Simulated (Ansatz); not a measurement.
Ansatz (a first-principles code) input:

Ansatz 0.2 input:
```yaml
crystal:
  periodic: [false, false, false]
  atoms:
    - {symbol: In, position_ang: [0.00000000, 0.00000000, 0.00000000]}
    - {symbol: F, position_ang: [-0.00000000, -0.00000000, -1.85519970]}
    - {symbol: F, position_ang: [0.00000000, 0.00000000, 1.85519970]}
basis:
  gaussian:
    orbitals: def2-TZVPD
hamiltonian:
  xc: {name: BHLYP}
total_charge: 2
magnetization: {spin_polarized: true, initial_magnetization: 1}
```

Question: Which total energy does the run end on?

Answer: -388.69905 Eh (BHLYP/def2-TZVPD). The basis has 136 functions.

This state (charge 2, doublet) is run at the relaxed geometry of the species with charge 1 and multiplicity 1.
